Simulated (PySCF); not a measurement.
# Two-dimensional NMR puzzle

Compound of formula C$_{3}$H$_{9}$ClOSi$_{2}$. Correlations simulated from computed shifts and the bond graph:

HSQC (one-bond C–H):
| δH | δC |
| --- | --- |
| 6.64 | 143.3 |
| 6.36 | 141.7 |
| 6.28 | 143.3 |
| 3.75 | 53.3 |

COSY cross peaks (H two or three bonds apart, from the bond graph; peaks can be absent where the dihedral angle is near 90°):
| δH | δH |
| --- | --- |
| 6.64 | 6.36 |
| 6.64 | 6.28 |
| 6.36 | 6.28 |
| 6.36 | 5.48 |
| 5.48 | 5.23 |
| 5.48 | 5.17 |
| 5.23 | 5.17 |

HMBC (two and three bonds, from the bond graph):
| δH | δC |
| --- | --- |
| 6.64 | 141.7 |
| 6.36 | 143.3 |
| 6.28 | 141.7 |
| 5.48 | 143.3, 141.7, 53.3 |
| 5.23 | 141.7 |
| 5.17 | 141.7 |

Rapidly exchanging positions averaged, a single conformation, non-relativistic, no solvent model. GIAO PBE0/pcSseg-1 shieldings; geometry from GFN2-xTB; PySCF 2.14.

Chemical shifts δ = σref − σ; 1H, 13C against TMS, all at this level.

Exchangeable hydrogens are left out of these lists.

Question: Which molecule is this?

Answer: `C=C[Si@@H](OC)[SiH2]Cl`.

Mapped SMILES: `[CH2:1]=[CH:2][Si@@H:3]([O:4][CH3:5])[SiH2:6][Cl:7]`. Each H is labelled by its parent atom. Ha(C1) is cis to Si3; Ha(Si6) is pro-R; Hb(Si6) is pro-S; Hb(C1) is trans to Si3.

- δC 143.3 is C1, a terminal =CH2 carbon (δH 6.28, 6.64).
- δC 141.7 is C2, an alkene CH (δH 6.36).
- δC 53.3 is C5, a methyl carbon bonded to O (δH 3.75).
- COSY links 6.64–6.36, 6.64–6.28, 6.36–6.28, 6.36–5.48, 5.48–5.23, 5.48–5.17.

The shifts were computed for this structure.

Shifts are as computed. Against solution values, carbons near 30 ppm lie about +3 ppm off and those near 130 ppm about +5 ppm. Of 1211 compounds with measured shifts, 218 miss one by over three times the rms of a fit or turn the order of signals round; such compounds aren't used in these exercises.
